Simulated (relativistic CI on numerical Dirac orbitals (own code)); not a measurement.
**Hyperfine structure of Er²⁹⁺, mass number 167**

Computed by Dirac-Coulomb-Breit CI, KLI orbitals optimised for each configuration, QED by a radiative potential, unscaled Slater integrals (own radial code, finite nucleus).

CI space (outside the closed core [Ar] 3d10): 4s²4p⁶4d³, 4s²4p⁵4d⁴, 4s²4p⁶4d²4f, 4s4p⁶4d⁴, 4s4p⁶4d³4f, 4s²4p⁶4d²5s, 4s²4p⁶4d4f5s, 4s²4p⁶4d²5p, 4s²4p⁶4d²5d, 4s²4p⁵4d³5s, 4s²4p⁶4d4f², 4s²4p⁶4f³, 4s4p⁶4d4f³, 4s²4p⁶4f²5s, 4s²4p⁶4f²5p, 4s²4p⁶4d5s², 4s²4p⁶4f5s², 4s4p⁶4d4f5s², 4s²4p⁶5s²5p. Double excitations out of closed p, d and f shells are left out; levels of such configurations are missing from the list, as are those of other unlisted configurations, and high levels can miss mixing partners. These lack a partner that the ground configuration has and come out too high: 4s²4p⁶4d²5d, 4s²4p⁵4d³5s.

Nuclear spin I = 7/2, μ = -0.5623 μN, Q = 3.57 b (tables of Stone and Pyykkö). The electronic factors are computed for point nuclear moments, without core polarisation or the Bohr-Weisskopf and QED corrections.

```
           Level  E (cm⁻¹)  A (MHz)  B (MHz)
 4s²4p⁶4d³ ⁴F3/2       0.0    -2931   -34700
 4s²4p⁶4d³ ⁴F5/2   68818.5    -1680   -19500
 4s²4p⁶4d³ ⁴F7/2   95472.6    -1739     6140
 4s²4p⁶4d³ ⁴P1/2  100931.3     1176         
 4s²4p⁶4d³ ⁴P5/2  151330.8   -882.1    50900
 4s²4p⁶4d³ ⁴F9/2  177203.5    -1444    17100
 4s²4p⁶4d³ ²P1/2  195541.9    406.8         
4s²4p⁶4d³ ²H11/2  207454.4    -1612    85600
```

Levels with J = 0, under 50 % of one LS term, or S terms without an open s electron are left out. Small factors come from cancelling terms and can be off by tens of per cent or more.

At this charge energies of transitions that change n are usually good to better than 1 %, and those within a shell (Δn = 0) to a few per cent. Terms inside the open d or f shell come out 10 to 20 % too wide with unscaled integrals.

Problem. Give the hyperfine levels of 4s²4p⁶4d³ ⁴F3/2 relative to its centre of gravity.

Solution. With K = F(F + 1) − I(I + 1) − J(J + 1), E = AK/2 + B[¾K(K + 1) − I(I + 1)J(J + 1)]/[2I(2I − 1)J(2J − 1)]: F = 2: 1199, F = 3: 17190, F = 4: 15380, F = 5: -24060 MHz.

LS names give the leading component of a level, which can be under half, so a name can repeat, a term be missing and a line seem to break the LS rules.
